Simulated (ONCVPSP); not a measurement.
Pseudopotential generation for silicon (Si): ONCV, PBE, scalar-relativistic.

Input for ONCVPSP 4.0.1:

```
# ATOM AND REFERENCE CONFIGURATION
# atsym  z   nc   nv     iexc    psfile
  Si 14.00    3    2        4      upf
#
#   n    l    f
    1    0    2.00
    2    0    2.00
    2    1    6.00
    3    0    2.00
    3    1    2.00
#
# PSEUDOPOTENTIAL AND OPTIMIZATION
# lmax
    2
#
#   l,   rc,      ep,       ncon, nbas, qcut
    0    1.40    0.00    4    7    4.70
    1    2.05    0.00    4    7    4.40
    2    2.20    0.39    5   10    3.90
#
# LOCAL POTENTIAL
# lloc, lpopt,  rc(5),   dvloc0
    4    4    1.35    0.00
#
# VANDERBILT-KLEINMAN-BYLANDER PROJECTORs
# l, nproj, debl
    0    2    3.80
    1    2    2.10
    2    2    1.00
#
# MODEL CORE CHARGE
# icmod, fcfact, rcfact
    3    2.75    1.15
#
# LOG DERIVATIVE ANALYSIS
# epsh1, epsh2, depsh
   -2.00    5.00    0.02
#
# OUTPUT GRID
# rlmax, drl
    6.00    0.01
#
# TEST CONFIGURATIONS
# ncnf
    4
# nvcnf
#   n    l    f
    2
    3    0    2.00
    3    1    1.00
#
    2
    3    0    2.00
    3    1    0.00
#
    2
    3    0    1.00
    3    1    0.00
#
    2
    3    0    1.00
    3    1    2.00
#
```

Command:

```bash
oncvpsp.x < Si.dat > Si.out
```

Output (shortened: citation, most of the input echo, consistency checks and plot data are left out):

```
ONCVPSP  (Optimized Norm-Conservinng Vanderbilt PSeudopotential)
scalar-relativistic version 4.0.1

#   n    l    f        energy (Ha)
    1    0    2.00    -6.5631993E+01
    2    0    2.00    -5.1265474E+00
    2    1    6.00    -3.5117357E+00
    3    0    2.00    -3.9736459E-01
    3    1    2.00    -1.4998149E-01

Reference configufation results
  iterations    26
  all-electron total energy (Ha)   -2.89836820D+02

Begin loop to  construct optimized pseudo wave functions
and semi-local pseudopoentials for all angular momenta

   Wellstate for l =  0  n =  5
     eigenvalue =   3.4026
     asymptotic potential =   3.9026
     half-point radius =  2.9521

Calculating optimized projector #   1

 for l=   0

    Fraction of norm inside rc  0.168717
    Optimizing pswf for qcut=   4.70 a_B^-1,  ecut=  11.04 Ha
    Residual kinetic energy error=  1.05D-03 Ha

    Energy error per electron        Cutoff
         Ha          eV             Ha
         0.01000     0.27211        4.85
         0.00100     0.02721       11.85
         0.00010     0.00272       56.92
         0.00001     0.00027       70.55

Calculating optimized projector #   2

 for l=   0

    Fraction of norm inside rc  0.101012
    Optimizing pswf for qcut=   4.70 a_B^-1,  ecut=  11.04 Ha
    Residual kinetic energy error=  4.34D-02 Ha

    Energy error per electron        Cutoff
         Ha          eV             Ha
         0.01000     0.27211       15.39
         0.00100     0.02721       40.15
         0.00010     0.00272       82.92
         0.00001     0.00027       96.89

   Wellstate for l =  1  n =  5
     eigenvalue =   1.9500
     asymptotic potential =   2.4500
     half-point radius =  4.1477

Calculating optimized projector #   1

 for l=   1

    Fraction of norm inside rc  0.300019
    Optimizing pswf for qcut=   4.41 a_B^-1,  ecut=   9.71 Ha
    Residual kinetic energy error=  2.28D-05 Ha

    Energy error per electron        Cutoff
         Ha          eV             Ha
         0.01000     0.27211        2.07
         0.00100     0.02721        3.13
         0.00010     0.00272        7.69
         0.00001     0.00027       14.31

Calculating optimized projector #   2

 for l=   1

    Fraction of norm inside rc  0.139656
    Optimizing pswf for qcut=   4.41 a_B^-1,  ecut=   9.71 Ha
    Residual kinetic energy error=  1.92D-04 Ha

    Energy error per electron        Cutoff
         Ha          eV             Ha
         0.01000     0.27211        4.19
         0.00100     0.02721        7.27
         0.00010     0.00272       11.12
         0.00001     0.00027       27.06

   Wellstate for l =  2  n =  4
     eigenvalue =   0.3900
     asymptotic potential =   0.8900
     half-point radius =  8.3276

   Wellstate for l =  2  n =  4
     eigenvalue =   1.3900
     asymptotic potential =   1.8900
     half-point radius =  3.5306

Calculating optimized projector #   1

 for l=   2

    Fraction of norm inside rc  0.172526
    Optimizing pswf for qcut=   3.89 a_B^-1,  ecut=   7.58 Ha
    Residual kinetic energy error=  2.04D-03 Ha

    Energy error per electron        Cutoff
         Ha          eV             Ha
         0.01000     0.27211        5.17
         0.00100     0.02721        9.27
         0.00010     0.00272       63.81
         0.00001     0.00027       77.38

Calculating optimized projector #   2

 for l=   2

    Fraction of norm inside rc  0.368488
    Optimizing pswf for qcut=   3.89 a_B^-1,  ecut=   7.58 Ha
    Residual kinetic energy error=  3.78D-02 Ha

    Energy error per electron        Cutoff
         Ha          eV             Ha
         0.01000     0.27211        9.66
         0.00100     0.02721       19.12
         0.00010     0.00272       45.62
         0.00001     0.00027       72.52

Construct Vanderbilt / Kleinmman-Bylander projectors

B matrix Hermiticity error, ll=   0
   1   2   -1.7627E-04

  Orthonormal projector coefficients -8.4693E+00  2.9466E+00

B matrix Hermiticity error, ll=   1
   1   2   -6.7570E-05

  Orthonormal projector coefficients  2.4563E+00  3.0284E-01

B matrix Hermiticity error, ll=   2
   1   2   -2.5110E-05

  Orthonormal projector coefficients -5.4751E+00 -1.3431E+00

Model core correction analysis
  based on d2Exc/dn_idn_j

d2excae - all-electron derivatives

   -3.640456D-02   -2.812840D-02
   -2.812867D-02   -2.725833D-02

d2excps - pseudofunction derivatives with no core correction

   -3.915695D-02   -2.942709D-02
   -2.942975D-02   -2.777292D-02

rms 2nd derivative error    1.674804E-03

rmatch, rhocmatch    1.1982    0.6675

Teter function model core charge with specified parameters

d2excps - pseudofunction derivatives with core correction

   -3.781271D-02   -2.881996D-02
   -2.882273D-02   -2.750586D-02

rms 2nd derivative error    8.666176E-04

Pseudoatom total energy   -3.749773

Diagnostic tests using Vanderbilt-Kleinman-Bylander pseudopotentials
  1 or more projectors used as specified by nproj input data

   l    rcore       rmatch      e in        delta e   norm test  slope test

   0   1.4082179   1.4509745  -0.3973646   0.0000007   1.0000502   1.0000424
run_diag: lschvkbbe ERROR   2   1   0  60  3.40263541E+00  3.01237187E+00
   0   1.4082179   1.4509745   3.4026354  -0.3902635   0.2425136   0.4010163

   1   2.0527811   2.1151080  -0.1499815  -0.0000000   1.0000143   0.9999604
   1   2.0527811   2.1151080   1.9500185   0.0000075   1.0001310   1.0001310

   2   2.2055577   2.2725232   0.3900000   0.0000029   1.0000289   1.0000289
   2   2.2055577   2.2725232   1.3900000  -0.0000002   1.0000937   1.0000937

 Testing for bound ghosts
   n   l    E NL Schr. Eq   E Basis Diag.   E Cutoff

       0                       -3.690195     93.53  WARNING - GHOST(-)
   1   0       -0.397364       -0.364338     93.53

   2   1       -0.149982       -0.139549     52.36

 Testing for highly-localized positive-energy ghosts
       l    <radius>/rc     E Basis Diag.   E Cutoff

Test configuration 0

   n   l     f        eae           eps        diff
   1   0  2.0000  -65.63199305
   2   0  2.0000   -5.12654738
   2   1  6.0000   -3.51173570
   3   0  2.0000   -0.39736459   -0.39736387    7.19D-07
   3   1  2.0000   -0.14998149   -0.14998151   -2.19D-08

    Total energies and differences
      AE_ref= -2.89836820D+02  AE_tst= -2.89836820D+02  dif=  0.00D+00
      PS_ref= -3.74977273D+00  PS_tst= -3.74977273D+00  dif= -1.78D-15
      PSP excitation error=  1.78D-15

Test configuration 1

   n   l     f        eae           eps        diff
   1   0  2.0000  -65.98789348
   2   0  2.0000   -5.47570426
   2   1  6.0000   -3.86146401
   3   0  2.0000   -0.69950321   -0.69956976   -6.65D-05
   3   1  1.0000   -0.42834919   -0.42845127   -1.02D-04

    Total energies and differences
      AE_ref= -2.89836820D+02  AE_tst= -2.89552380D+02  dif=  2.84D-01
      PS_ref= -3.74977273D+00  PS_tst= -3.46527465D+00  dif=  2.84D-01
      PSP excitation error= -5.78D-05

Test configuration 2

   n   l     f        eae           eps        diff
   1   0  2.0000  -66.43699071
   2   0  2.0000   -5.90942986
   2   1  6.0000   -4.29635628
   3   0  2.0000   -1.04868596   -1.04861047    7.55D-05

    Total energies and differences
      AE_ref= -2.89836820D+02  AE_tst= -2.88964655D+02  dif=  8.72D-01
      PS_ref= -3.74977273D+00  PS_tst= -2.87738717D+00  dif=  8.72D-01
      PSP excitation error= -2.20D-04

Test configuration 3

   n   l     f        eae           eps        diff
   1   0  2.0000  -67.01663042
   2   0  2.0000   -6.46352154
   2   1  6.0000   -4.85157200
   3   0  1.0000   -1.45115744   -1.44494594    6.21D-03

    Total energies and differences
      AE_ref= -2.89836820D+02  AE_tst= -2.87716225D+02  dif=  2.12D+00
      PS_ref= -3.74977273D+00  PS_tst= -1.63081168D+00  dif=  2.12D+00
      PSP excitation error=  1.63D-03

Test configuration 4

   n   l     f        eae           eps        diff
   1   0  2.0000  -66.04811752
   2   0  2.0000   -5.53439407
   2   1  6.0000   -3.91967389
   3   0  1.0000   -0.72644023   -0.72632155    1.19D-04
   3   1  2.0000   -0.45152759   -0.45150442    2.32D-05

    Total energies and differences
      AE_ref= -2.89836820D+02  AE_tst= -2.89279311D+02  dif=  5.58D-01
      PS_ref= -3.74977273D+00  PS_tst= -3.19225678D+00  dif=  5.58D-01
      PSP excitation error= -7.00D-06
```

Note: ghosts flagged at negative energy: s at -100.4 eV; no localised positive-energy state flagged. A true bound ghost makes a file unfit for plane-wave use.

The run took about 3.1 s on one core of a shared server CPU.
